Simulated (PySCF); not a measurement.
phosphoric acid (H3O4P), SMILES OP(O)(O)=O. Geometry: B3LYP-D3(BJ)/def2-SVP. One conformer was computed; it need not be the lowest.

The numbers are results of B3LYP-D3(BJ)/def2-SVP in PySCF 2.14.0, not measurements.

Harmonic wavenumbers (cm⁻¹): 148, 148, 301, 368, 368, 445, 445, 447, 828, 921, 921, 1026, 1035, 1035, 1319, 3822, 3822, 3825. Rotational constants (GHz): 4.433, 4.374, 4.374; symmetry number 3.

Q: Work out the zero-point energy and the ideal-gas rigid-rotor harmonic-oscillator thermochemistry at 298.15 K and 1 atm.

A: ZPE = ½ Σ hcν = ½ × 21226 cm⁻¹ = 30.34 kcal/mol. H − E(el) = 34.90 kcal/mol. Entropy in cal/(mol K): translation 39.66, rotation 23.56, vibration 12.13, total 75.34. G − E(el) = 12.43 kcal/mol. Cp = 23.34 cal/(mol K). Modes under 150 cm⁻¹ make the vibrational entropy uncertain.
